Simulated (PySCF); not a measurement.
**Mg (magnesium, neutral) across methods**

[Ne] 3s2, closed-shell 1S. All numbers are calculated (PySCF 2.14, scalar relativity by spin-free X2C-1e, in aug-cc-pVQZ-DK (7s6p4d3f2g, 84 functions)).

| method | E (hartree) | mean ε 2s (eV) | mean ε 2p (eV) | mean ε 3s (eV) | Σ⟨r²⟩ (bohr²) | ⟨S²⟩ |
| --- | --- | --- | --- | --- | --- | --- |
| LDA | -199.4351 | -79.519 | -47.010 | -4.781 | 27.96 | 0.000 |
| M06 | -200.3698 | -86.454 | -51.151 | -5.346 | 27.24 | 0.000 |
| r2SCAN | -200.3500 | -83.217 | -48.359 | -4.819 | 28.43 | 0.000 |
| BHandHLYP | -200.3878 | -91.772 | -54.893 | -6.031 | 28.28 | 0.000 |
| M06-L | -200.3651 | -83.736 | -48.103 | -4.722 | 27.15 | 0.000 |
| PBE | -200.2612 | -80.088 | -46.900 | -4.706 | 28.19 | 0.000 |
| CAM-B3LYP | -200.3867 | -86.797 | -52.258 | -6.496 | 28.02 | 0.000 |
| PBE0 | -200.2777 | -86.044 | -50.925 | -5.434 | 28.25 | 0.000 |
| UHF | -199.92058 | -102.85 | -62.055 | -6.896 | 29.54 | 0.000 |
